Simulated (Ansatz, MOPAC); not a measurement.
# A ladder of methods for C2HClF4 (1,1,1,2-tetrafluorochloroethane)

C2HClF4, singlet, SMILES `FC(Cl)C(F)(F)F`. Each level relaxes the structure for itself.

Each level gives the highest harmonic wavenumber at each level's own minimum (cm⁻¹). The values are calculated.

```json
{"level": "AM1", "kind": "semi-empirical", "program": "MOPAC", "value (cm⁻¹)": "3000"}
{"level": "MNDO", "kind": "semi-empirical", "program": "MOPAC", "value (cm⁻¹)": "3207"}
{"level": "RM1", "kind": "semi-empirical", "program": "MOPAC", "value (cm⁻¹)": "2892"}
{"level": "PM6-ORG", "kind": "semi-empirical", "program": "MOPAC", "value (cm⁻¹)": "2864"}
{"level": "HF/STO-3G", "kind": "Hartree–Fock", "program": "Ansatz", "value (cm⁻¹)": "3596"}
{"level": "HF/3-21G", "kind": "Hartree–Fock", "program": "Ansatz", "value (cm⁻¹)": "3404"}
{"level": "HF/6-31G* (Cartesian functions)", "kind": "Hartree–Fock", "program": "Ansatz", "value (cm⁻¹)": "3363"}
{"level": "PBE/def2-SVP", "kind": "GGA", "program": "Ansatz", "value (cm⁻¹)": "3027"}
{"level": "B3LYP/6-31G* (Cartesian functions)", "kind": "global hybrid", "program": "Ansatz", "value (cm⁻¹)": "3142"}
{"level": "PBE0-D4/def2-TZVP", "kind": "global hybrid", "program": "Ansatz", "value (cm⁻¹)": "3125"}
```

Harmonic and unscaled. The values span 2864 to 3596 cm⁻¹.
